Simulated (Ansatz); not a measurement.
Ansatz (a program for electronic structure) input:

Ansatz 0.2 input:
```yaml
crystal:
  periodic: [false, false, false]
  atoms:
    - {symbol: C, position_ang: [-1.65691817, -0.79636213, -0.38564540]}
    - {symbol: C, position_ang: [-0.52278099, 0.04773370, 0.19469952]}
    - {symbol: C, position_ang: [-0.46619912, 1.43026824, -0.45296424]}
    - {symbol: C, position_ang: [0.80136404, -0.68756656, 0.04906601]}
    - {symbol: O, position_ang: [1.82004174, 0.05445435, 0.71634923]}
    - {symbol: H, position_ang: [-2.61685148, -0.29235873, -0.26218020]}
    - {symbol: H, position_ang: [-1.72504826, -1.77093654, 0.10270601]}
    - {symbol: H, position_ang: [-1.50946393, -0.96629567, -1.45591552]}
    - {symbol: H, position_ang: [-0.69727634, 0.17533522, 1.26861938]}
    - {symbol: H, position_ang: [-0.31107238, 1.34253724, -1.53252840]}
    - {symbol: H, position_ang: [0.35026452, 2.02193010, -0.04104718]}
    - {symbol: H, position_ang: [-1.40035727, 1.97263530, -0.29401560]}
    - {symbol: H, position_ang: [0.71345967, -1.69213926, 0.48169695]}
    - {symbol: H, position_ang: [1.04011140, -0.80010022, -1.01781706]}
    - {symbol: H, position_ang: [2.66310579, -0.39068173, 0.58875250]}
basis:
  gaussian:
    orbitals: def2-TZVPD
hamiltonian:
  xc: {name: r2SCANh}
output: {forces: true}
```

**Question.** Predict the final energy.

**Answer.** -233.60832 Eh (r2SCANh/def2-TZVPD). The basis has 278 functions.
